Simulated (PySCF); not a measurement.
**Electron correlation in Dy²⁺ (dysprosium, charge +2)**

[Xe] 4f9 6s1, one real determinant (an excited configuration). Computed with PySCF 2.14 in x2c-TZVPPall, with the spin-free X2C one-electron Hamiltonian (Gaussian nucleus). Frozen: [Kr] 4d10; 18 electrons correlated.

MP2 pair energies summed by pair of shells (mhartree):

```
 pair   energy  share (%)
4f-4f  -232.42       36.8
4f-5p  -170.09       26.9
5p-5p  -121.09       19.2
4f-5s   -36.70        5.8
5s-5p   -31.69        5.0
5p-6s   -23.01        3.6
4f-6s    -8.97        1.4
5s-5s    -5.99        0.9
5s-6s    -1.33        0.2
```

Total MP2 correlation energy: -631.28 mhartree.

Same-spin part -265.04 and opposite-spin part -366.23 mhartree; SCS-MP2 scales them by 1/3 and 6/5 to -527.83 mhartree.

The reference is one real determinant that mixes LS terms of this configuration.
